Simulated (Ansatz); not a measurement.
Species: GeH₅, net charge -1, singlet state. SMILES: [GeH5-]
Coordinates optimised at B3LYP-D3(BJ)/def2-TZVP (Ansatz, a first-principles code):
```
Ge
H 1 1.5902
H 1 1.5902 2 120.00
H 1 1.5902 2 120.00 3 180.00
H 1 1.7253 2 90.00 3 90.00
H 1 1.7253 2 90.00 5 -180.00
```
Charge -1, spin multiplicity 1.

Problem. Give the harmonic wavenumbers at B3LYP-D3(BJ)/def2-TZVP (Ansatz, finite differences of forces, unscaled).

Solution. 512, 512, 848, 899, 899, 1109, 1109, 1178, 1317, 1838, 1838, 1859 cm⁻¹. Zero-point energy 19.9 kcal/mol.

Problem. From these and the geometry, give the ideal-gas thermochemistry at 298.15 K and 1 atm (rigid rotor, harmonic oscillator).

Solution. Point group D3h, rotational symmetry number 6. Rotational constants 66.09, 51.44, 51.44 GHz. S(trans) 38.96, S(rot) 14.60, S(vib) 1.91, S(elec, spin only) 0.00, S 55.5 cal/(mol K). H(298) - H(0) 2.80 kcal/mol; G - E(el) 6.2 kcal/mol.
